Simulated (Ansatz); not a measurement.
Relaxation of Cl2H4Si2Te (9 atoms, charge 0, multiplicity 1), to a largest force component of 0.015 eV/Å in at most 40 steps.

All numbers below come from RKS BLYP-D4/def2-SVP in Ansatz.

```xyz
9
Properties=species:S:1:pos:R:3
Cl -0.822 0.949 -2.344
Si 0.657 0.599 -0.984
Si -0.070 -0.930 0.468
Cl -0.458 -2.681 -0.541
Te -2.038 -0.077 1.656
H 1.005 1.854 -0.267
H 1.870 0.098 -1.691
H 1.072 -1.188 1.445
H -1.127 1.329 2.241
```

Where does it end, and by what steps?

It converged. After 24 steps the energy has fallen by 0.381 eV; H9 moved furthest, 1.74 Å.

```json
{"step": "0", "energy less start (eV)": "0.0000", "largest force component (eV/Å)": "1.154", "accepted": "yes"}
{"step": "1", "energy less start (eV)": "-0.2031", "largest force component (eV/Å)": "0.744", "accepted": "yes"}
{"step": "2", "energy less start (eV)": "-0.2744", "largest force component (eV/Å)": "0.212", "accepted": "yes"}
{"step": "3", "energy less start (eV)": "-0.2805", "largest force component (eV/Å)": "0.144", "accepted": "yes"}
{"step": "4", "energy less start (eV)": "-0.2859", "largest force component (eV/Å)": "0.199", "accepted": "yes"}
{"step": "5", "energy less start (eV)": "-0.2919", "largest force component (eV/Å)": "0.053", "accepted": "yes"}
{"step": "6", "energy less start (eV)": "-0.2935", "largest force component (eV/Å)": "0.091", "accepted": "yes"}
{"step": "7", "energy less start (eV)": "-0.2949", "largest force component (eV/Å)": "0.142", "accepted": "yes"}
{"step": "8", "energy less start (eV)": "-0.2974", "largest force component (eV/Å)": "0.168", "accepted": "yes"}
{"step": "9", "energy less start (eV)": "-0.2934", "largest force component (eV/Å)": "0.460", "accepted": "no"}
{"step": "10", "energy less start (eV)": "-0.3041", "largest force component (eV/Å)": "0.072", "accepted": "yes"}
{"step": "11", "energy less start (eV)": "-0.3098", "largest force component (eV/Å)": "0.090", "accepted": "yes"}
{"step": "12", "energy less start (eV)": "-0.3159", "largest force component (eV/Å)": "0.303", "accepted": "yes"}
{"step": "13", "energy less start (eV)": "-0.3231", "largest force component (eV/Å)": "0.421", "accepted": "yes"}
{"step": "14", "energy less start (eV)": "-0.3501", "largest force component (eV/Å)": "0.119", "accepted": "yes"}
{"step": "15", "energy less start (eV)": "-0.3661", "largest force component (eV/Å)": "0.095", "accepted": "yes"}
{"step": "16", "energy less start (eV)": "-0.3604", "largest force component (eV/Å)": "0.455", "accepted": "no"}
{"step": "17", "energy less start (eV)": "-0.3737", "largest force component (eV/Å)": "0.037", "accepted": "yes"}
{"step": "18", "energy less start (eV)": "-0.3770", "largest force component (eV/Å)": "0.129", "accepted": "yes"}
{"step": "19", "energy less start (eV)": "-0.3780", "largest force component (eV/Å)": "0.126", "accepted": "yes"}
{"step": "20", "energy less start (eV)": "-0.3793", "largest force component (eV/Å)": "0.055", "accepted": "yes"}
{"step": "21", "energy less start (eV)": "-0.3801", "largest force component (eV/Å)": "0.025", "accepted": "yes"}
{"step": "22", "energy less start (eV)": "-0.3806", "largest force component (eV/Å)": "0.018", "accepted": "yes"}
{"step": "23", "energy less start (eV)": "-0.3806", "largest force component (eV/Å)": "0.023", "accepted": "yes"}
{"step": "24", "energy less start (eV)": "-0.3807", "largest force component (eV/Å)": "0.014", "accepted": "yes"}
```

```xyz
9
Properties=species:S:1:pos:R:3
Cl -0.940 1.239 -2.218
Si 0.827 0.613 -1.250
Si 0.076 -0.652 0.594
Cl -0.236 -2.628 -0.071
Te -2.038 0.545 1.333
H 1.590 1.830 -0.816
H 1.646 -0.184 -2.218
H 1.042 -0.713 1.738
H -1.877 -0.095 2.890
```

Whether the end is a true minimum wasn't checked by a vibrational analysis.

The run took 40 s on 2 threads of Intel(R) Xeon(R) 6975P-C (Granite Rapids) (shared host), peak memory 0.21 GiB.
